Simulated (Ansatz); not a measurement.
Mg₂Zn₂, relaxed as a triplet with UKS PBE/def2-SVP in Ansatz, starting from the PBE/def2-SVP geometry of the neutral singlet. Force threshold 0.02 eV/Å.

At PBE/def2-SVP a singlet of charge 0 lies 1.45 eV below the triplet, each at its own geometry. The structure comes from a short search, and lower isomers may exist.

Start:

```xyz
4

Mg   -1.160    0.944    1.041
Mg    1.644    0.753   -0.222
Zn    0.187   -1.478    0.640
Zn   -0.672   -0.220   -1.459
```

| step | energy (eV) | largest force component (eV/Å) | SCF passes |
| --- | --- | --- | --- |
| 1 | -107687.8817 | 0.373 | 85 |
| 2 | -107687.9534 | 0.078 | 42 |
| 3 | -107687.9566 | 0.019 | 37 |
| 4 | -107687.9574 | 0.024 | 39 |
| 5 | -107687.9615 | 0.056 | 37 |
| 6 | -107687.9786 | 0.099 | 42 |
| 7 | -107688.0239 | 0.068 | 42 |
| 8 | -107688.0302 | 0.094 | 43 |
| 9 | -107688.0336 | 0.151 | 42 |
| 10 | -107688.0402 | 0.014 | 39 |
| 11 | -107688.0407 | 0.029 | 40 |
| 12 | -107688.0422 | 0.030 | 41 |
| 13 | -107688.0455 | 0.039 | 43 |
| 14 | -107688.0524 | 0.069 | 46 |
| 15 | -107688.0625 | 0.082 | 43 |
| 16 | -107688.0762 | 0.127 | 42 |
| 17 | -107688.0954 | 0.108 | 39 |
| 18 | -107688.1210 | 0.080 | 43 |
| 19 | -107688.1411 | 0.081 | 43 |
| 20 | -107688.1523 | 0.125 | 44 |
| 21 | -107688.1602 | 0.031 | 40 |
| 22 | -107688.1606 | 0.012 | 37 |
| 23 | -107688.1609 | 0.003 | 37 |
| 24 (rejected) | -107688.1607 | 0.005 | 38 |
| 25 | -107688.1609 | 0.003 | 37 |

Force components are those of the run's own axes.

End:

Cartesian coordinates in Å:
```
Mg -0.323 0.614 1.323
Mg 1.255 1.847 -0.787
Zn -1.162 -1.836 0.599
Zn 0.230 -0.626 -1.135
```

Bonds lost: Mg2–Zn3 (atoms count from 1).

The force fell under the threshold at step 3, but the optimiser went on and released 0.204 eV more. No frequencies were taken in this run, so the end may be a saddle point.

Run time 2.3 min (2 threads of Arm Neoverse V1 on a shared host).
